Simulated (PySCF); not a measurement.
Ions at one geometry of LaCl3(H2O)

PySCF 2.14.0, RKS PBE0, La def2-SVP with ECP46, Cl def2-SVP, O def2-SVP, H def2-SVP; non-relativistic Hamiltonian with scalar-relativistic core potentials where named; density fitting; no spin-orbit coupling; singlets restricted, open shells unrestricted. The geometry is relaxed for charge 0, singlet, vacuum:

```xyz
7

La    0.0531   -0.1422   -0.0664
Cl    0.9417    2.2256    0.7702
Cl   -1.4844   -1.5900    1.4821
Cl    1.3728   -1.3884   -1.9532
O    -1.2232    1.6231   -1.3429
H    -0.8014    2.4306   -0.9970
H    -1.5805    1.8190   -2.2168
```

Energies count from the relaxed state; an electron taken off or put on is at rest in vacuum. Charges and spins are Mulliken's.

```json
{"state": "charge 0, singlet, vacuum", "energy (eV)": "0.00", "spin squared": "0.00", "charge on La1 (e)": "0.95", "spin on La1 (e)": "0.00", "dipole about the centre of mass (D)": "5.03"}
{"state": "charge +1, doublet, vacuum", "energy (eV)": "10.31", "spin squared": "0.76", "charge on La1 (e)": "1.18", "spin on La1 (e)": "-0.05", "dipole about the centre of mass (D)": "3.82"}
```

Problem. What does the state charge -1, doublet, vacuum give?

Solution. energy (eV) -0.44, spin squared 0.75, charge on La1 (e) 0.16, spin on La1 (e) 0.98, dipole about the centre of mass (D) 3.52.

With an electron taken off (doublet) the charges change, summed by element, by La +0.23 e, Cl +0.73 e, O -0.00 e, H +0.04 e. The vertical ionisation energy is 10.31 eV, against −ε(HOMO) = 8.40 eV of the relaxed state. The level lies 1.9 eV too high, as is usual for semilocal functionals and global hybrids, which keep a self-interaction error.

With an electron put on (doublet) the charges change, summed by element, by La -0.79 e, Cl -0.16 e, O +0.05 e, H -0.10 e. The vertical electron affinity is 0.44 eV, against −ε(LUMO) = 1.83 eV of the relaxed state. The basis has no diffuse functions, which an added electron needs. The added electron's level lies above zero.

Open shells may have lower solutions than those found.
